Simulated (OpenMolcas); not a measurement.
V3+, Nb3+, Ta3+: d2 down the group

| Property | Result |
| --- | --- |
| Program | OpenMolcas |
| Method | CASSCF |
| Basis | ANO-RCC-VTZP |
| Scalar Hamiltonian | DKH2, point nucleus |
| Spin-orbit coupling | RASSI with atomic mean-field integrals over the reference wave functions, term energies averaged over their components |

Active space for each ion: 2 electrons in 5 orbitals (d).

Computed levels in cm-1 above 3F2:

```csv
Level,V3+,Nb3+,Ta3+
3F3,326,1059,4479
3F4,748,2321,8741
1D2,13946,10936,13597
3P0,16475,12025,13155
3P1,16588,12440,15482
3P2,16833,13491,20485
1G4,21563,16592,20922
1S0,52706,39431,43854
weight of 3F in the lowest level (%),100,99,94
```

Mixed levels, with the weight of the term that names them: Ta3+ 1D2 (58 %), Ta3+ 3P2 (62 %).

Measured, with the error of the calculation in %. Measured levels: V3+ from Sugar and Corliss, J. Phys. Chem. Ref. Data 7, 1191 (1978).

```
Level            V3+
  3F3     325 (+0.2)
  3F4     735 (+1.8)
  1D2  10959 (+27.3)
  3P1  13239 (+25.3)
  3P2  13458 (+25.1)
  1G4  18391 (+17.2)
  1S0  42462 (+24.1)
```

The fine-structure level 3F4 changes by a factor of 11.7 from V3+ to Ta3+.

Without spin-orbit coupling 1D lies 13539, 9870, 9642 cm-1 above 3F in that order; the difference to the level 1D2, of either sign, comes from spin-orbit coupling, which also lowers the zero.

Without dynamic correlation excited terms often stand tens of per cent too high (terms of higher spin than the ground term too low), and those without a measured partner can miss by more than the paired ones. Terms from blocks run as CI alone lack orbitals of their own. Computed and measured levels are paired by configuration, term and J; levels that our copy of the source lacks, or whose pairing is in doubt (as where it misses far off the trend of its configuration), stay unpaired and out of the deviations. Only configurations of the active space appear.
